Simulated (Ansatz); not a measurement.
Correlation energies of C$_{6}$H$_{18}$N$_{2}$O$_{2}$Zr, SMILES `CC[N](C)[Zr]([OH])([OH])[N](C)CC` by basis set

```xyz
29

C     1.3403    0.5843   -3.8112
C     0.1341    0.4105   -2.8979
N     0.4481   -0.0919   -1.5777
C     0.8802   -1.4699   -1.5611
Zr    0.3450    0.9602    0.1738
O    -0.6817    2.5602   -0.2470
O     2.0853    1.3508    0.9547
N    -0.5808   -0.2815    1.5104
C    -1.7638   -1.0089    1.1136
C    -0.1752   -0.5195    2.8789
C    -1.1119    0.0666    3.9267
H     1.0327    0.9852   -4.7806
H     2.0608    1.2761   -3.3677
H     1.8505   -0.3639   -3.9942
H    -0.3708    1.3758   -2.7885
H    -0.5893   -0.2643   -3.3850
H     0.9983   -1.8226   -0.5310
H     1.8418   -1.6279   -2.0676
H     0.1409   -2.1269   -2.0449
H    -1.3399    3.2262   -0.0712
H     3.0287    1.4807    0.9234
H    -2.6683   -0.6880    1.6476
H    -1.9571   -0.8730    0.0443
H    -1.6454   -2.0899    1.2860
H     0.8251   -0.0975    3.0206
H    -0.0807   -1.6047    3.0503
H    -1.1984    1.1490    3.8016
H    -0.7344   -0.1326    4.9332
H    -2.1141   -0.3625    3.8603
```

Total charge 0; spin multiplicity 1. Correlated methods include outer-core shells of Zr, which these sets cover unevenly. Zr: def2 effective core potential. The structure was optimised at the PBE0-D4/def2-TZVP level. It is one conformer, not always the lowest. Frozen core, restricted reference, Ansatz 0.2.0.

| basis | HF (Eh) | MP2 corr. |
| --- | --- | --- |
| def2-SVP | -542.64741 | -1.84632 |
| def2-TZVPP | -543.22714 | -2.33220 |
| def2-QZVPP | -543.25492 | -2.51713 |

Problem. Estimate the CCSD correlation energy and the (T) correction in each basis where they were run (hartree).

Solution. 
```json
{"basis": "def2-SVP", "CCSD corr.": "-1.94514", "(T)": "-0.06202"}
{"basis": "def2-TZVPP", "CCSD corr.": "-2.40050", "(T)": "-0.10118"}
```
